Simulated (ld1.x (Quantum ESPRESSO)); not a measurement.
La: one change to an RRKJ potential, before and after

- Element: La (Z = 57)
- Generator: ld1.x (Quantum ESPRESSO) 7.5
- Type: norm-conserving RRKJ (Kleinman–Bylander form)
- Functional: PBE
- Relativity: scalar-relativistic
- Frozen core: [Kr] 4d10
- Valence charge: 11
- Reference configuration: 4f0 5s2 5p6 5d1 6s0 6p0 (charge +2)
- Partial waves: 5p (bound): rc 2.15 bohr; 5d (bound): rc 2.90 bohr; 4f (bound, empty): rc 1.85 bohr; 5s (bound): rc 2.65 bohr
- Local potential: the s channel
- Core correction: a·sin(br)/r model core, default radius (core density twice the valence density)

Change: wave 5s (bound): rc 2.65 bohr becomes 5s (bound): rc 1.70 bohr.

Cutoffs: the cutoffs (Ry, on a coarse ladder) from which the occupation-weighted sum of valence levels, in a spherical-Bessel basis at the reference potential, stays within 10 and 1 mRy of its value at 400 Ry; they do not see the model core or the augmentation charge, which bear on the density cutoff. Errors are all-electron minus pseudo energies relative to the spin-unpolarised reference configuration.

Problem. How do hardness, ghosts and transferability respond?

Solution. The potential gets harder (30 Ry and 45 Ry → 45 Ry and 80 Ry); of the 6 tests that both files solve, the error grows in 1 and shrinks in 5 by more than 15 % and 0.3 meV (median size 2178.3 → 170.3 meV); the range in which the s phases agree widens (upper end -2.1 → -1.0); neither file shows a bound ghost at the reference potential, the only one tested. A smaller radius makes the pseudo-wave follow the all-electron one further in, where it bends more sharply, so more plane waves are needed.

```tsv
quantity	base	changed
cutoff, loose	30 Ry	45 Ry
cutoff, tight	45 Ry	80 Ry
loose cutoff by channel (10 mRy a level)	p 25 Ry, d 10 Ry, s 10 Ry	p 25 Ry, d 10 Ry, s 40 Ry
bound ghosts	none	none
tests counted (converged, no solver errors)	6 of 7	6 of 7
error for 4f0 5s2 5p6 5d1 6s2 6p0, meV [ΔE -16.85 eV]	+2586	+117
error for 4f0 5s2 5p6 5d1 6s1 6p0, meV [ΔE -10.89 eV]	+1770	+81
error for 4f0 5s2 5p6 5d0 6s0 6p0, meV [ΔE 18.95 eV]	-0.9	+5.6
error for 4f0 5s1 5p6 5d1 6s2 6p0, meV [ΔE 27.16 eV]	+4933	+234
error for 4f0 5s2 5p5 5d1 6s2 6p0, meV [ΔE 10.12 eV]	+4538	+224
error for 4f1 5s2 5p6 5d0 6s1 6p0, meV [ΔE -10.62 eV]	+1480	+260
s: phases at 3.16 bohr within 0.05 rad from the reference energy up to (Ry; the scan ends near 5)	-2.1	-1.0
p: phases at 3.16 bohr within 0.05 rad from the reference energy up to (Ry; the scan ends near 5)	-0.5	-0.0
d: phases at 3.16 bohr within 0.05 rad from the reference energy up to (Ry; the scan ends near 5)	1.3	1.5
f: phases at 3.16 bohr within 0.05 rad from the reference energy up to (Ry; the scan ends near 5)	-0.3	-0.0
```

Base: The cutoffs count occupied waves only; the empty 4f level needs 60 Ry at the loose tolerance. Tests not counted: 4f1 5s2 5p6 5d0 6s2 6p0 (solver errors, printed error -1519 eV). These tests converged, but a pseudo level misses the all-electron one widely, so the file describes the atom poorly there or has found another state: 4f0 5s2 5p6 5d1 6s2 6p0: 5d by 1.0 eV (a node warning on the way); 4f0 5s2 5p6 5d0 6s0 6p0: empty 6s by 3.5 eV; 4f0 5s1 5p6 5d1 6s2 6p0: 5p by 2.3 eV; 4f0 5s2 5p5 5d1 6s2 6p0: 5p by 2.2 eV. Changed file: Tests not counted: 4f1 5s2 5p6 5d0 6s2 6p0 (pseudo-atom not self-consistent, printed error -2328 eV).
